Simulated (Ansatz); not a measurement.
Start from `CB(S)C(N)F` and change one atom or group to get `CB(S)CF`.

Ansatz, PBE0-D4/def2-TZVP geometries, multiplicity 1. Each molecule was computed in one conformer, which needn't be the lowest.

```json
{"property": "HOMO energy (PBE/def2-TZVPP) / eV", "`CB(S)C(N)F`": "-6.45"}
{"property": "HOMO energy (PBE0/def2-TZVPP) / eV", "`CB(S)C(N)F`": "-7.97"}
{"property": "LUMO energy (PBE0/def2-TZVPP) / eV", "`CB(S)C(N)F`": "-0.83"}
{"property": "HOMO energy (B3LYP/def2-TZVPP) / eV", "`CB(S)C(N)F`": "-7.71"}
{"property": "HOMO–LUMO gap (PBE0/def2-TZVPP) / eV", "`CB(S)C(N)F`": "7.13"}
{"property": "HOMO–LUMO gap (ωB97M-V/def2-TZVPP) / eV", "`CB(S)C(N)F`": "11.36"}
```

(1) Give the same properties after the change, and the shifts. (Estimate.)

Results:

(1) The calculation gave: 
```csv
property,`CB(S)CF`,shift
HOMO energy (PBE/def2-TZVPP) / eV,-6.87,-0.42
HOMO energy (PBE0/def2-TZVPP) / eV,-8.10,-0.13
LUMO energy (PBE0/def2-TZVPP) / eV,-0.68,0.15
HOMO energy (B3LYP/def2-TZVPP) / eV,-7.85,-0.14
HOMO–LUMO gap (PBE0/def2-TZVPP) / eV,7.41,0.28
HOMO–LUMO gap (ωB97M-V/def2-TZVPP) / eV,11.65,0.29
```

With PBE0 the HOMO falls by 0.13 eV and the LUMO rises by 0.15 eV, so the gap widens by about 0.28 eV. PBE moves the HOMO by -0.42 eV and ωB97M-V by -0.07 eV.

B3LYP here is the variant with VWN-RPA as its local correlation; programs differ in this.
